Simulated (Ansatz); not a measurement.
Ni2O2, relaxed as a triplet with UKS PBE-D4/def2-SVP in Ansatz, starting from the PBE-D4/def2-SVP geometry of the neutral singlet. Force threshold 0.02 eV/Å.

At PBE0-D4/def2-TZVP a quintet of charge 0 lies 0.53 eV below the triplet, each at its own geometry. The structure comes from a short search, and lower isomers may exist.

Start:

```tsv
atom	x (Å)	y (Å)	z (Å)
Ni1	0.092	0.354	0.377
Ni2	-0.600	-0.984	-1.298
O3	0.786	-1.037	-0.325
O4	-0.278	1.667	1.246
```

Problem. Estimate the energy that the relaxation releases and the steps that it takes.

Solution. 0.09 eV, in 7 steps; 29 s on 4 threads of Arm Neoverse V2 on a shared host. No frequencies were taken in this run, so the end may be a saddle point.

Problem. Does the start keep its bonding and symmetry?

Solution. By distances, no bond broke or formed. The bond that changes most is Ni1–O3, from 1.71 to 1.73 Å (atoms count from 1). Point group Cs at the start, Cs at the end, both within 0.05 Å.

Problem. Predict the relaxed structure.

Solution. 
```xyz
4

Ni   -0.0534    0.3912    0.3011
Ni   -0.5670   -1.0491   -1.3311
O     0.7963   -1.0018   -0.2854
O    -0.1759    1.6597    1.3154
```
Bond lengths (bridged metal pairs left out): 3 × Ni–O 1.63 to 1.73 Å.
